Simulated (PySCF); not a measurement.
Molecule: SMILES CC[SH+]CC (C4H11S (cation, charge +1)). Atoms near the plane z = 1.2 Å, at the GFN2-xTB optimised geometry (x, y, z in Å): C2 (-0.9, 1.3, 0.0), S3 (-0.5, -0.5, 0.0), C4 (1.4, -0.5, 0.0), H8 (-3.0, 1.0, 0.2), H10 (-0.7, 1.7, 1.0), H13 (1.7, -0.3, 1.0), H15 (1.5, -2.6, 0.2).

Method: PySCF 2.14.0 with PBE0/def2-TZVP. The values are rescaled to run from 0 to 1.

```
|88888888888888888888888888888|
|88888888888888888888888888888|
|88888888888888888888888888888|
|88888888888888888888888888888|
|88888888888888888888888888888|
|88888888888888888888888888888|
|88888888889999988888888888888|
|88888899999999998888888888888|
|88888999999999998888888888888|
|88889999999909999888888888888|
|88889999999969999888888888888|
|88889999999999999999988888888|
|88889999999999999999998888888|
|88888999999999999999999888888|
|88888888999999999999999888888|
|88888888999999999971999888888|
|88888888899999999999999888888|
|88888888899999999999999888888|
|88888888899999999999999888888|
|88888888889999999999999888888|
|88888888888889899999999888888|
|88888888888888889999998888888|
|88888888888888889999998888888|
|88888888888888888999988888888|
|88888888888888888888888888888|
|88888888888888888888888888888|
|88888888888888888888888888888|
|88888888888888888888888888888|
|88888888888888888888888888888|
```
Scale: ten equal steps from 0.000 (start of '0') to 1.00 (end of '9'), in the order '0123456789'; x runs from -5.00 to 5.00, y from -5.00 (bottom) to 5.00 (top).

Task: Which quantity is mapped?
(A) Laplacian of the electron density
(B) electron localisation function
(C) electrostatic potential
(D) an orbital amplitude

Result: A, Laplacian of the electron density. In full: Laplacian of the electron density (e/bohr⁵).
